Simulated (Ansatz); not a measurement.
The same path of H2S + H4OSn (9 atoms, charge 0, multiplicity 1) was run twice with different band settings. Lost on the way: Sn1–O2, S7–H9. Made: Sn1–S7, O2–H9.

Method: RHF/def2-SVP (Ansatz).

Relaxed end points:

```xyz
9
Properties=species:S:1:pos:R:3
Sn -0.228 0.314 -0.160
O -0.241 -0.188 1.759
H -0.716 0.369 2.357
H 1.387 0.630 -0.587
H -1.200 1.716 -0.298
H -0.901 -0.996 -1.013
S 1.853 -2.944 1.474
H 0.842 -3.807 1.354
H 1.103 -1.984 2.026
```

```xyz
9
Properties=species:S:1:pos:R:3
Sn 0.438 -0.332 -0.465
O -1.130 -0.604 2.543
H -0.932 0.023 3.223
H 1.258 -0.297 -1.968
H 0.444 1.211 0.246
H -1.111 -1.000 -0.671
S 1.766 -1.742 1.041
H 1.628 -2.878 0.350
H -0.461 -1.271 2.614
```

Common settings: climbing image yes; spring 5.0 eV/Å²; optimiser quadratic models (default); start path through a guess of the saddle point; force threshold 0.03 eV/Å; iteration limit 60; end points relaxed.

| run | movable images |
| --- | --- |
| 1 | 9 |
| 2 | 1 |

Problem. What does each run give, and how far can it be trusted?

Solution. Run 1: converged after 35 iterations, highest image 0.981 eV above the first end. A vibrational analysis at the climbing image gives one clearly imaginary mode, 1059i cm⁻¹: a first-order saddle point.
Run 2: converged after 46 iterations, highest image 0.990 eV above the first end. Neighbouring images differ by up to 1.5 eV, so the band resolves the path poorly. The order of the stationary point at the top wasn't checked. So few images can step over the top or miss a turn of the path.
The orbitals stay closed-shell, which can raise the energy where a bond breaks towards radicals; this wasn't checked here.
